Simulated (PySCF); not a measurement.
Vertical excitations of a molecule C5H6O2 from PySCF with TDA-B3LYP/def2-SVPD, as energy in eV (oscillator strength): 5.60 (0.001), 5.80 (0.001), 6.07 (0.002), 6.12 (0.001), 6.47 (0.006), 6.78 (0.009), 6.96 (0.101), 7.07 (0.013), 7.16 (0.033), 7.25 (0.072). Lowest triplet (TDA): 4.52 eV. Coordinates come from a TPSSh-D3(BJ)/def2-SVP optimisation. Other conformers were not sampled.

Pick the molecule that these values belong to.
A. C=C=CCC(=O)O
B. C1=C[C@H]2CO[C@@H]1O2
C. C[C@@]1(C=O)C=CO1
D. O=C1CCC(=O)C1

A, C=C=CCC(=O)O
